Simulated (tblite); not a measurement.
C7H5O2 (charge -1).
Atom-mapped SMILES: `[O:1]=[C:2]([O-:3])[C:4]1=[CH:5][C@@H:6]2[CH:7]=[CH:8][C@H:9]12` (hydrogens: H10 on C5; H11 on C6; H12 on C7; H13 on C8; H14 on C9)
Bond orders are those of one Lewis drawing.

Computed with GFN2-xTB (tblite), gas phase: Langevin dynamics at 600 K from the optimised GFN2-xTB geometry, time step 0.5 fs, friction 0.01 fs⁻¹, 2000 steps. The instantaneous temperature is 2·E(kin)/(3Nk) with all 3N coordinates.

```tsv
t (fs)	T (K)	E(pot) above start (eV)	O1=C2 (Å)	C2–O3 (Å)	C2–C4 (Å)	C4=C5 (Å)	C5–C6 (Å)	C5–H10 (Å)	O1–C2–C4–C5 (°)
0	465	0.000	1.240	1.239	1.539	1.335	1.516	1.075	1
50	387	0.563	1.248	1.237	1.569	1.324	1.559	1.108	11
100	341	1.046	1.202	1.287	1.445	1.354	1.488	1.039	10
150	447	0.827	1.286	1.193	1.578	1.315	1.533	1.116	11
200	594	0.769	1.167	1.251	1.529	1.379	1.499	1.084	0
250	656	0.630	1.236	1.191	1.593	1.357	1.540	1.063	-8
300	531	0.667	1.222	1.235	1.597	1.343	1.538	1.025	10
350	581	0.761	1.247	1.248	1.581	1.361	1.598	1.100	-2
400	656	0.785	1.243	1.273	1.525	1.294	1.444	1.060	4
450	580	0.816	1.352	1.276	1.483	1.374	1.498	1.100	10
500	519	0.931	1.276	1.331	1.511	1.321	1.540	1.075	22
550	613	0.684	1.264	1.265	1.527	1.350	1.525	1.060	24
600	638	0.629	1.247	1.218	1.502	1.363	1.516	1.105	71
650	643	1.070	1.211	1.212	1.652	1.282	1.526	1.036	82
700	522	1.123	1.222	1.238	1.532	1.397	1.585	1.138	96
750	421	1.143	1.171	1.232	1.626	1.278	1.552	1.060	106
800	656	0.899	1.247	1.197	1.476	1.411	1.480	1.087	113
850	419	1.441	1.239	1.211	1.541	1.323	1.553	1.096	96
900	740	0.756	1.202	1.250	1.542	1.327	1.546	1.065	108
950	695	1.196	1.284	1.206	1.474	1.313	1.546	1.048	101
1000	517	1.068	1.224	1.274	1.559	1.364	1.446	1.200	117
```

Q: From 500 fs on, how do temperature and potential energy compare with equipartition?

A: The mean temperature of these 11 frames is 580 K against the target 600 K, and the mean potential energy 0.99 eV against 36 × kT/2 = 0.93 eV for 36 classical harmonic modes. For 14 atoms in a canonical ensemble the temperature itself scatters by T·√(2/(3N)) = 131 K; here its standard deviation is 102 K. The whole run lasts only 10 friction times of 100 fs, so these averages carry a wide statistical error.

Q: What are the kinetic and total energies of the listed frame with the highest potential energy?

A: The one at 850 fs, 1.441 eV above the start. Its kinetic energy is 3NkT/2 = 0.759 eV at 419 K, so the sum is 2.20 eV; over the listed frames the sum runs from 0.84 to 2.45 eV, since the thermostat adds and removes energy.

Q: How much do the listed bonds fluctuate from 500 fs on?

A: 
```
  bond  at the start (Å)  mean (Å)  standard deviation (Å)
 O1=C2             1.240     1.235                   0.032
 C2–O3             1.239     1.239                   0.037
 C2–C4             1.539     1.540                   0.053
 C4=C5             1.335     1.339                   0.041
 C5–C6             1.516     1.529                   0.036
C5–H10             1.075     1.088                   0.045
```

The motion is classical and holds no zero-point motion.

What follows is the cost of the whole dynamics run. Time: 11 s of wall time; peak memory 0.19 GiB. Hardware: one thread of an Arm Neoverse V1, no GPU, shared host with 32 logical CPUs at a one-minute load of 19.
